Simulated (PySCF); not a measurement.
# GeO: frontier orbitals

M06-2X at R = 1.627 Å; basis Ge def2-TZVPP, O def2-TZVPP; no relativity; PySCF 2.14. State: ¹Σ⁺ (singlet), closed shell. Only the outer orbitals are listed, counted within each symmetry.

```json
{"orbital": "8σ", "occ.": "2", "ε (eV)": "-27.83", "on Ge (%)": "16", "main shells (%)": "82 O s"}
{"orbital": "9σ", "occ.": "2", "ε (eV)": "-13.99", "on Ge (%)": "59", "main shells (%)": "57 Ge s, 33 O p, 8 O s"}
{"orbital": "4π", "occ.": "2", "ε (eV)": "-10.19", "on Ge (%)": "21", "main shells (%)": "78 O p, 18 Ge p"}
{"orbital": "4π", "occ.": "2", "ε (eV)": "-10.19", "on Ge (%)": "21", "main shells (%)": "78 O p, 18 Ge p"}
{"orbital": "10σ", "occ.": "2", "ε (eV)": "-9.75", "on Ge (%)": "58", "main shells (%)": "42 O p, 31 Ge s, 26 Ge p"}
{"orbital": "5π", "occ.": "0", "ε (eV)": "-1.12", "on Ge (%)": "88", "main shells (%)": "83 Ge p, 12 O p"}
{"orbital": "5π", "occ.": "0", "ε (eV)": "-1.12", "on Ge (%)": "88", "main shells (%)": "83 Ge p, 12 O p"}
```

Question: Which are the highest filled and the lowest empty level, where do they sit, and how wide is the gap?

Answer: Highest filled 10σ at -9.75 eV (in %: 42 O p, 31 Ge s, 26 Ge p); lowest empty 5π at -1.12 eV (in %: 83 Ge p, 12 O p); the gap at M06-2X is 8.63 eV.

- bond order (Mayer): 2.08
- ⟨S²⟩: 0.000
- charge on Ge (Mulliken, basis-dependent): 0.55
- charge on Ge (Löwdin, basis-dependent): 0.39
- dipole moment (positive dipole means Ge(−)O(+)): -3.71 D
